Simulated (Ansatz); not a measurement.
`OB(Cl)[NH][GeH3]` + `O[SiH2]O` → `O[SiH2][O][GeH3]` + `NB(O)Cl`  (ligand exchange at a Ge–N bond)

Program: Ansatz. Geometries: PBE0-D4/def2-TZVP. ΔE: electronic, gas phase. CCSD(T)/CBS adds triple-zeta CCSD(T) − MP2 to the extrapolated MP2 energy (def2 sets, frozen cores). DFT in def2-TZVPP. For Ge outer-core shells are correlated without core-valence functions, which leaves a few kJ/mol of doubt a bond. Scalar relativity is left out up to krypton. One conformer a species, not always the lowest.

`OB(Cl)[NH][GeH3]`:

```xyz
10

O    -1.654    1.906   -0.468
B    -0.594    1.168   -0.040
Cl    0.625    2.054    0.911
N    -0.380   -0.199   -0.277
Ge    1.070   -1.194    0.313
H    -2.297    1.409   -0.978
H    -1.063   -0.711   -0.814
H     0.810   -2.614   -0.218
H     2.367   -0.626   -0.275
H     1.117   -1.192    1.846
```

`O[SiH2]O`:

Z-matrix (Å, degrees):
```
Si
O 1 1.642
O 1 1.642 2 113.5
H 1 1.481 2 111.5 3 116.9
H 1 1.481 2 103.8 3 -121.2
H 2 0.958 1 117.7 3 -66.0
H 3 0.958 1 117.7 2 -66.0
```

`O[SiH2][O][GeH3]`:

Z-matrix (Å, degrees):
```
Si
O 1 1.628
O 1 1.644 2 112.9
H 1 1.482 2 110.8 3 -116.3
H 1 1.484 2 106.1 3 121.5
Ge 2 1.779 1 133.2 3 63.6
H 3 0.958 1 117.7 2 70.5
H 6 1.538 2 108.6 1 31.5
H 6 1.536 2 108.0 1 -89.1
H 6 1.533 2 105.7 1 151.5
```

`NB(O)Cl`:

Z-matrix (Å, degrees):
```
N
B 1 1.393
H 1 1.002 2 122.9
H 1 1.005 2 121.7 3 -180.0
O 2 1.360 1 120.7 3 -180.0
Cl 2 1.788 1 119.3 3 -0.0
H 5 0.959 2 113.0 1 -180.0
```

```csv
level,ΔE (kJ/mol)
PBE,-42.1
BLYP,-48.8
MP2/def2-TZVPP,-39.3
MP2/CBS(def2),-38.3
```

Question: What does CCSD(T)/CBS give? (Best estimate.)

Answer: Ansatz gave: -39.4 kJ/mol. The listed levels differ from it by -2.7, -9.4, 0.1, 1.1 kJ/mol.

Largest T1 diagnostic among the species: 0.012.

At CCSD(T), def2-SVP lies −5.2 kJ/mol from the extrapolated value and def2-TZVPP −1.0 kJ/mol. Leaving LDA and LC-ωPBE aside and taking each functional with its dispersion term where it has one, the values, not all of them listed here, spread over 9.1 kJ/mol, from BHLYP-D4 to revPBE-D4. LDA lies +4.7 kJ/mol from PBE without D4. In def2-TZVPP, CCSD(T) changes the Hartree–Fock value by +15.8 kJ/mol (the triples alone add +1.9 kJ/mol) and MP2 by +16.9 kJ/mol.

CCSD(T)/CBS has its own doubt, a few kJ/mol and more with outer-core shells, so smaller differences from it don't rank the levels.
